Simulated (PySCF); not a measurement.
**Radial density of N³⁺ (nitrogen, charge +3)**

UHF, [He] 2s2, closed-shell 1S. Computed with PySCF 2.14 in jorge-DZP-DKH, with the spin-free X2C one-electron Hamiltonian (Gaussian nucleus).

```tsv
r (bohr)	4πr²ρ (e/bohr)
0.00329	0.02805
0.00553	0.07762
0.00930	0.2081
0.0156	0.5310
0.0263	1.287
0.0443	2.821
0.0744	5.242
0.125	7.331
0.211	6.404
0.354	2.677
0.596	1.424
1.00	1.986
1.69	0.5940
2.84	0.02483
4.77	8.035e-05
```

Densities and radii are taken from the X2C orbitals without a picture-change correction, which distorts them close to the nucleus.
